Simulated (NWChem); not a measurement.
Species: SiHCl3; SMILES Cl[SiH](Cl)Cl

```xyz
5

Si     0.0000     0.0000     0.5008
Cl    -0.5022    -1.8590    -0.1877
Cl    -1.3589     1.3644    -0.1877
Cl     1.8610     0.4946    -0.1877
H      0.0000     0.0000     1.9775
```
Atoms are numbered in this order, from 1.

All runs use the structure optimised with PBE0/def2-SVP.

**Question.** List the 4 lowest vertical singlet excitations from BHandHLYP/aug-cc-pVDZ, TDA (NWChem).

**Answer.** 
```csv
state,energy (eV),oscillator strength,leading excitation (squared amplitude)
S1,7.97,0.000,HOMO → LUMO (0.79)
S2,8.28,0.016,HOMO−2 → LUMO (0.60)
S3,8.28,0.016,HOMO−3 → LUMO (0.60)
S4,8.35,0.084,HOMO−1 → LUMO (0.79)
```
